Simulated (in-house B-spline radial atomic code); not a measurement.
**Xe IX (Xe8+): [Kr] 4d10**

Computed with an all-electron radial atomic-structure program (B-spline basis): non-relativistic r2SCAN0, spin-polarised, spherical fractional occupations, exact exchange averaged over the configuration, point nucleus.

Effective charges: Z_r = [3n² - l(l+1)]/(2<r>) from the radius, Z_e = n√(-2ε) from the energy, and Slater's rules. Values are occupation-weighted means over spin.

```json
{"shell": "1s", "electrons": "2", "ε (eV)": "-33177", "<r> (bohr)": "0.02815", "Z_r": "53.29", "Z_e": "49.38", "Slater": "53.70"}
{"shell": "2s", "electrons": "2", "ε (eV)": "-5162.9", "<r> (bohr)": "0.121", "Z_r": "49.61", "Z_e": "38.96", "Slater": "49.85"}
{"shell": "2p", "electrons": "6", "ε (eV)": "-4859.8", "<r> (bohr)": "0.103", "Z_r": "48.52", "Z_e": "37.80", "Slater": "49.85"}
{"shell": "3s", "electrons": "2", "ε (eV)": "-1156.6", "<r> (bohr)": "0.3193", "Z_r": "42.27", "Z_e": "27.66", "Slater": "42.75"}
{"shell": "3p", "electrons": "6", "ε (eV)": "-1027.7", "<r> (bohr)": "0.3099", "Z_r": "40.33", "Z_e": "26.07", "Slater": "42.75"}
{"shell": "3d", "electrons": "10", "ε (eV)": "-789.56", "<r> (bohr)": "0.2808", "Z_r": "37.39", "Z_e": "22.85", "Slater": "32.85"}
{"shell": "4s", "electrons": "2", "ε (eV)": "-301.48", "<r> (bohr)": "0.7431", "Z_r": "32.30", "Z_e": "18.83", "Slater": "26.25"}
{"shell": "4p", "electrons": "6", "ε (eV)": "-254.68", "<r> (bohr)": "0.7715", "Z_r": "29.81", "Z_e": "17.31", "Slater": "26.25"}
{"shell": "4d", "electrons": "10", "ε (eV)": "-173.54", "<r> (bohr)": "0.8468", "Z_r": "24.80", "Z_e": "14.29", "Slater": "14.85"}
```

The least bound orbital is 4d at -173.5 eV, and it is also the most diffuse (<r> = 0.8468 bohr).
